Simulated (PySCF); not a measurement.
CHBF4, SMILES FBC(F)(F)F. Atoms are numbered in the order given.

```xyz
7

B      0.9377     0.5375     0.6531
C     -0.0944    -0.2736    -0.2792
F     -1.3748     0.0947    -0.1230
F     -0.0134    -1.5947    -0.0102
F      0.2252    -0.0999    -1.5796
F      0.4698     1.4491     1.4688
H      2.1167     0.3112     0.6044
```

Coordinates come from a B3LYP-D3(BJ)/def2-SVP optimisation.

Computed with PBE0/pcSseg-1 in PySCF.

GIAO shieldings, no solvent; atoms alike by connectivity are averaged. δ = σ(ref) − σ: ¹¹B against BF3 (σ = 88.8 ppm); ¹³C against TMS (σ = 186.3 ppm); ¹⁹F against CFCl3 (σ = 167.2 ppm); ¹H against TMS (σ = 31.56 ppm), references at their B3LYP-D3(BJ)/def2-TZVP geometries, non-relativistic.

| atoms | nucleus | count | δ (ppm) |
|---|---|---|---|
| B1 | ¹¹B | 1 | [?] |
| C2 | ¹³C | 1 | [?] |
| F6 | ¹⁹F | 1 | -12.6 |
| F3, F4, F5 | ¹⁹F | 3 | -95.2 |
| H7 | ¹H | 1 | 5.39 |

**Question.** Some entries are withheld; supply them. (The exact figures need the calculation; the answer reports its results.)

**Answer.** 
- C2, δ (ppm): 129.8
- B1, δ (ppm): 32.1
